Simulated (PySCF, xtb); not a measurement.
Cd(H)(Me) (CH4Cd), SMILES [CdH][CH3].

xtb 6.7.1 with GFN2-xTB at its own geometry gives an orbital gap of 5.32 eV and a dipole moment of 0.97 D.

The structure is a stationary point at B3LYP-D3(BJ)/def2-TZVP. The def2 effective core potentials stand for the cores of Cd; spin–orbit coupling is left out.

### Question
What does PBE/def2-TZVPD run with PySCF give? (An estimate is asked for; the answer gives what the named calculation found.)

### Answer
gap 5.08 eV (levels -6.15 and -1.07 eV), dipole 0.48 D.
